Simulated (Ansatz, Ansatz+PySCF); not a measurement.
```yaml
atoms:
  - { symbol: C, position_ang: [1.4351, 0.0000, 1.0049] }
  - { symbol: C, position_ang: [0.0000, 0.0000, 0.0000] }
  - { symbol: B, position_ang: [-1.5433, 0.0000, 1.0806] }
```

Basis set: STO-3G (spherical functions). Correlated methods keep 3 orbitals frozen. Charge 0, multiplicity 4.

Computed with Ansatz (development build ahead of 0.2.0); the reference of a correlated method needn't be the lowest determinant of its kind.

(1) Give the atomization energy at this shape (free ground-state atoms in the same class of orbitals less the molecule, no zero-point energy) of quartet BC₂ by UHF-CCSD(T), UHF-CCSD.

## Answers

(1)

```tsv
method	atomization energy
UHF-CCSD(T)	5.62 eV
UHF-CCSD	5.51 eV
```

Caution: large amplitudes, a single reference is doubtful; the program doubts this total; the reference determinant was not shown to be the lowest; the unrestricted determinant is spin contaminated.

This basis has no polarisation functions and is too small for such energies, which can lie far from measured ones in either direction.
